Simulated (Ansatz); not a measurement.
The cluster SnO₂, relaxed as a quintet with UKS B3LYP-D4/def2-TZVP in Ansatz, starting from the B3LYP-D4/def2-TZVP geometry of the neutral singlet. Force threshold 0.02 eV/Å.

In the def2 sets Sn takes a core potential; there is no spin–orbit coupling. At B3LYP-D4/def2-TZVP a singlet of charge 0 lies 3.97 eV below the quintet, each at its own geometry. The structure comes from a short search, and lower isomers may exist.

Start:

```xyz
3

Sn    0.000    0.000    0.000
O    -0.119   -0.931   -1.552
O     0.119    0.931    1.552
```

```tsv
step	energy (eV)	largest force component (eV/Å)	SCF passes
1	-9920.9245	7.630	124
2	-9922.6513	2.054	120
3	-9922.9120	0.488	75
4	-9922.9353	0.028	79
5	-9922.9354	0.001	75
6	-9922.9354	0.001	44
7	-9922.9354	0.002	62
8	-9922.9354	0.003	59
9	-9922.9354	0.006	59
10	-9922.9355	0.011	89
11	-9922.9359	0.021	25
12	-9922.9402	0.072	24
13	-9922.9907	0.156	35
14	-9923.0766	0.191	34
15	-9923.1255	0.323	35
16	-9923.1401	0.054	29
17	-9923.1406	0.001	25
```

Force components are those of the run's own axes.

End:

Cartesian coordinates in Å:
```
Sn -0.599 -0.293 0.222
O 0.180 -0.787 -1.668
O 0.419 1.080 1.446
```

By distances, no bond broke or formed. The bond that changes most is Sn1–O2, from 1.81 to 2.10 Å (atoms count from 1).

The force fell under the threshold at step 5, but the optimiser went on and released 0.205 eV more. No frequencies were taken in this run, so the end may be a saddle point.

Hardware: 2 threads of Arm Neoverse V2 on a shared host. Wall time 72 s.
